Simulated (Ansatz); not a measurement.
Computed with Ansatz on PBE0-D4/def2-TZVP structures; ΔE is electronic, products minus reactants. CCSD(T)/CBS adds triple-zeta CCSD(T) − MP2 to the extrapolated MP2 energy (def2 sets, frozen cores). DFT in def2-TZVPP. def2 core potentials past Kr. For Br, In, Se outer-core shells are correlated without core-valence functions, which leaves a few kJ/mol of doubt a bond. Scalar relativity is left out up to krypton. One conformer a species, not always the lowest.

Consider the ligand exchange at the In–Se bond: `[SiH3][O][InH][SeH]` + HBr → `[SiH3][O][InH][Br]` + H₂Se.

```tsv
level	ΔE (kcal/mol)	difference from CCSD(T)/CBS
PBE0-D4	-4.9	0.2
r2SCAN0-D4	-5.6	-0.5
BHLYP-D4	-6.3	-1.2
CAM-B3LYP-D4	-5.8	-0.7
PBE0	-5.3	-0.2
r2SCAN0	-5.8	-0.7
CCSD(T)/def2-SVP	-6.0	-0.9
HF/def2-TZVPP	-9.4	-4.3
MP2/def2-TZVPP	-4.7	0.4
SCS-MP2/def2-TZVPP	-5.6	-0.5
CCSD(T)/CBS	-5.1	0
```

**Question.** What do rigid-rotor, harmonic-oscillator terms from PBE0-D4/def2-TZVP frequencies (298.15 K, 1 bar) make of the CCSD(T)/CBS value? (Estimate.)

**Answer.** Ansatz gave: ΔZPE = +0.1 kcal/mol, ΔH = -5.0 kcal/mol, ΔS = 13 J/(mol·K), ΔG = -6.0 kcal/mol. Modes under 50 cm⁻¹ make the entropy rough.

Largest T1 diagnostic among the species: 0.014.

From PBE to PBE0 (25 % exact exchange), in def2-TZVPP and without D4, ΔE moves by −0.7 kcal/mol. In def2-TZVPP, CCSD(T) changes the Hartree–Fock value by +4.2 kcal/mol (the triples alone add +0.6 kcal/mol) and MP2 by +4.6 kcal/mol.

CCSD(T)/CBS has its own doubt, a few kJ/mol and more with outer-core shells, so smaller differences from it don't rank the levels.
